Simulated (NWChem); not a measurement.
**Basis-set dependence for NS**

```
N
S 1 1.5015
```
Charge 0, spin multiplicity 2.

The numbers come from NWChem runs, not from measurements. The geometry was optimised at UPBE0/def2-SVP, a minimum by its harmonic frequencies.

Hartree-Fock energies in Ha, correlation energies in mHa.

The correlated methods keep 6 core orbitals frozen. The Pople sets run with spherical d functions. The structure started from a generated list of species. The unpaired electrons of the parent sit in orbitals of symmetry b2 (C2v labels of the run); other states weren't searched. No SCF solution was tested for a lower state. Open-shell Hartree-Fock references start from PBE0 orbitals. No row is a measurement; the coupled-cluster row has its own basis-set and correlation limits.

```json
[
 {"basis": "6-31G*", "functions": "32", "UHF": "-451.89487", "CCSD on ROHF": "-293.1", "CCSD[T] on ROHF": "-308.7", "CCSD(T) on ROHF": "-306.9", "CCSDT on ROHF": "-307.1"},
 {"basis": "def2-SVP", "functions": "32", "UHF": "-451.73910", "CCSD on ROHF": "-298.5", "CCSD[T] on ROHF": "-314.5", "CCSD(T) on ROHF": "-312.8", "CCSDT on ROHF": "-313.0"},
 {"basis": "def2-TZVP", "functions": "68", "UHF": "-451.95369", "CCSD on ROHF": "-369.7", "CCSD[T] on ROHF": "-394.0", "CCSD(T) on ROHF": "-392.4", "CCSDT on ROHF": "not run"},
 {"basis": "def2-QZVP", "functions": "127", "UHF": "-451.96809", "CCSD on ROHF": "not run", "CCSD[T] on ROHF": "not run", "CCSD(T) on ROHF": "not run", "CCSDT on ROHF": "not run"}
]
```
